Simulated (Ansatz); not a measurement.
`[AlH2][SiH]([SiH3])O[SiH3]` + H–F → `F[SiH]([SiH3])O[SiH3]` + `[AlH3]` at 600 K and 1 bar (cleavage of the Si–Al bond).

Calculated with Ansatz (gas phase, PBE0-D4/def2-TZVP geometries, no zero-point term in ΔE). CBS: MP2 limit from def2 TZ/QZ plus the TZ coupled-cluster correction, frozen cores. This one scheme is used for every species. Each species was taken in one conformer, which may not be the lowest.

```csv
species,CCSD(T)/CBS energy (Eh),H − E (kJ/mol),S (J/(mol·K))
`[AlH2][SiH]([SiH3])O[SiH3]`,-1189.88644,295.9,599.2
H–F,-100.39570,42.3,194.0
`F[SiH]([SiH3])O[SiH3]`,-1046.55730,253.7,527.5
`[AlH3]`,-243.78045,74.2,242.3
```

H − E and S are ideal-gas, rigid-rotor, harmonic terms from PBE0-D4/def2-TZVP, for one conformer and one mirror image of each species. 1 Eh = 2625.50 kJ/mol, R = 8.31446 J/(mol·K).

Q: By hand: ΔE, ΔH, ΔS and ΔG.

A: ΔE = (-1046.55730) + (-243.78045) − (-1189.88644) − (-100.39570) = -0.05561 Eh = -146.0 kJ/mol. Δ(H − E) = 253.7 + 74.2 − 295.9 − 42.3 = -10.3, so ΔH = -156.3 kJ/mol. ΔS = 527.5 + 242.3 − 599.2 − 194.0 = -23.4 J/(mol·K). ΔG = -156.3 − 600 × (-23.4)/1000 = -142.3 kJ/mol.

Q: By hand: the equilibrium constant, and the temperature at which ΔG would vanish if ΔH and ΔS stayed fixed.

A: log₁₀ K = −ΔG/(RT ln 10) = 12.4. ΔG = 0 at ΔH/ΔS = 6679 K, far beyond where these terms or the molecules hold.

ΔH outweighs TΔS. A doubt of 5 kJ/mol in ΔE shifts log₁₀ K by 0.4 here. Other conformers and mirror images would add mixing entropy, several J/(mol·K) or more a flexible species. Modes under 60 cm⁻¹, often nearly free rotors, make the harmonic entropy too high. These are equilibria of isolated gas molecules and say nothing of rates. Largest T1 diagnostic: 0.013 (customary marks: 0.02 for closed shells, 0.045 for open ones).
